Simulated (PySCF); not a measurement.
Vertical excitations of a molecule C₁₁H₉N from TDA-PBE0/def2-SVP in PySCF 2.14.0, as energy in eV (oscillator strength): 4.69 (0.021), 4.89 (0.003), 5.12 (0.057), 5.19 (0.192), 5.37 (0.320), 5.95 (0.013). Lowest triplet (TDA): 3.59 eV. The structure is a stationary point at PBE0-D3(BJ)/def2-SVP. One conformer was computed; it need not be the lowest.

**Question.** Which molecule gave these data?
(A) c1ccc(-c2ccncc2)cc1
(B) C=C/C(=C/C#N)c1ccccc1
(C) C=C/C(C#N)=C/c1ccccc1
(D) c1ccc(-c2cccnc2)cc1

**Answer.** D, c1ccc(-c2cccnc2)cc1
